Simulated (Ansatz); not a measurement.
Geometry optimisation, UKS B3LYP-D4/def2-SVP (Ansatz).

input.yaml

```yaml
crystal:
  periodic: [false, false, false]
  atoms:
    - { symbol: Ge, position_ang: [0.0, 0.0, 0.0] }
    - { symbol: F, position_ang: [0.0, 0.0, 1.93] }
    - { symbol: F, position_ang: [1.5842, 0.0, -0.5594] }
    - { symbol: F, position_ang: [-0.7913, 1.3709, -0.5594] }
    - { symbol: F, position_ang: [-0.7913, -1.3709, -0.5594] }
    - { symbol: Cl, position_ang: [0.0, 0.0, 3.73] }
magnetization:
  spin_polarized: true
  initial_magnetization: 1
basis:
  gaussian: { orbitals: def2-SVP }
hamiltonian:
  xc: b3lyp
  dispersion: d4
relax:
  f_tol: 0.15
  max_steps: 25
  restrain:
    - { distance: [1, 5], at: 2.7, k: 30.0 }
    - { distance: [0, 1], at: 1.68, k: 30.0 }
output:
  orbitals: {}
```

Run as:

```bash
$ ansatz run input.yaml --threads 4 --pin off --max-ram 5120MiB --backend cpu --events-out ev --progress --plain --runs-dir out
```

Where does it end, and by what steps?

The forces met the threshold. The restraints hold the end off the free minimum. After 4 steps the energy has fallen by 1.909 eV (the restraints' own energy left out); Cl6 moved furthest, 0.59 Å. Parted: F2–Cl6 (1.80 → 2.70 Å).

```
step  energy less start (eV)  largest force component (eV/Å)  accepted
   0                  0.0000                           6.900       yes
   1                 -1.5623                           2.653       yes
   2                 -1.7498                           2.910       yes
   3                 -1.9090                           0.355       yes
   4                 -1.9093                           0.421       yes
```

```xyz
6
Properties=species:S:1:pos:R:3
Ge 0.000 0.000 -0.074
F 0.000 0.000 1.622
F 1.611 0.000 -0.630
F -0.805 1.395 -0.630
F -0.805 -1.395 -0.630
Cl 0.000 0.000 4.324
```

Run time: 25 s on 4 threads of Arm Neoverse V1 (shared host), peak memory 0.43 GiB.
